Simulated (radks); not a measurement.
Species: Hg I. Configuration: [Hg]. All-electron calculation, scalar-relativistic Kohn-Sham, LDA (Slater exchange, Perdew-Wang correlation), spin-polarised, spherical densities, finite nucleus; Fermi nuclear charge, rms radius 5.4648 fm. Program: a radial shooting solver on a logarithmic mesh with Libxc functionals. Some entries of the table are withheld. Estimate them.

orbital  occ.  eigenvalue (hartree)  r(max) (bohr)
1s          2             -3052.750            (1)
2s          2             -541.1445            (2)
2p          6             -467.0170        0.04907
3s          2             -128.4055         0.1669
3p          6             -106.9775         0.1665
3d         10             -84.34122         0.1355
4s          2             -28.20499         0.3759
4p          6             -21.17386         0.3959
4d         10             -12.81461         0.4028
5s          2              -4.35369         0.8266
4f         14              -3.54042         0.3659
5p          6              -2.45370         0.9268
5d         10              -0.37023          1.164
6s          2              -0.26175          2.201
6p          0              -0.04356          3.258

Answer. 
(1) 1s r(max) (bohr): 0.01024
(2) 2s r(max) (bohr): 0.05920
